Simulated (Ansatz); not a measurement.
`OCS[SiH3]` + `FBO[SiH3]` → `OCB(F)O[SiH3]` + `[SiH3]S`  (formal exchange of groups at a C–S bond)

Calculated with Ansatz (gas phase, PBE0-D4/def2-TZVP geometries, no zero-point term in ΔE). CCSD(T)/CBS is the MP2 limit (def2-TZVPP, def2-QZVPP) plus CCSD(T) − MP2 in def2-TZVPP, frozen cores. Functionals use def2-TZVPP. B3LYP here is the variant with VWN-RPA as its local correlation; programs differ in this. One conformer a species, not always the lowest.

`OCS[SiH3]`:

```xyz
10

O    -0.926    0.013    1.879
C     0.341   -0.225    1.363
S     0.941    1.052    0.185
Si    0.092    0.269   -1.599
H    -1.564    0.009    1.159
H     1.038   -0.191    2.200
H     0.425   -1.205    0.879
H     0.349    1.254   -2.676
H    -1.378    0.075   -1.441
H     0.683   -1.050   -1.948
```

`FBO[SiH3]`:

Z-matrix (Å, degrees):
```
Si
O 1 1.655
H 1 1.481 2 108.0
H 1 1.481 2 108.0 3 -119.2
H 1 1.485 2 110.1 3 120.4
B 2 1.342 1 134.0 3 -120.1
F 6 1.324 2 118.3 1 180.0
H 6 1.198 2 123.1 1 0.0
```

`OCB(F)O[SiH3]`:

```xyz
12

O     0.004    1.274   -0.714
C     0.916    0.299   -1.185
B     0.779   -0.999   -0.304
F     1.566   -2.033   -0.598
O    -0.075   -1.126    0.718
Si   -1.229   -0.213    1.485
H     0.076    2.070   -1.244
H     0.729    0.036   -2.237
H     1.956    0.653   -1.140
H    -0.632    0.995    2.099
H    -1.755   -1.090    2.559
H    -2.334    0.134    0.562
```

`[SiH3]S`:

Z-matrix (Å, degrees):
```
Si
S 1 2.137
H 1 1.485 2 111.6
H 1 1.485 2 111.6 3 -122.0
H 1 1.482 2 104.8 3 119.0
H 2 1.344 1 94.7 3 60.9
```

```csv
level,ΔE (kJ/mol),difference from CCSD(T)/CBS
PBE0-D4,-46.1,0.3
B3LYP-D4,-46.2,0.2
ωB97X-V,-49.1,-2.7
PBE0,-45.6,0.8
B3LYP,-45.6,0.8
MP2/def2-TZVPP,-45.0,1.4
CCSD/def2-TZVPP,-52.5,-6.1
HF/def2-QZVPP,-53.0,-6.6
MP2/def2-QZVPP,-43.1,3.3
MP2/CBS(def2),-42.3,4.1
CCSD(T)/CBS,-46.4,0
```

Largest T1 diagnostic among the species: 0.013.

In def2-TZVPP, CCSD(T) changes the Hartree–Fock value by +4.9 kJ/mol (the triples alone add +3.5 kJ/mol) and MP2 by +9.0 kJ/mol. From PBE to PBE0 (25 % exact exchange), in def2-TZVPP and without D4, ΔE moves by −6.4 kJ/mol.
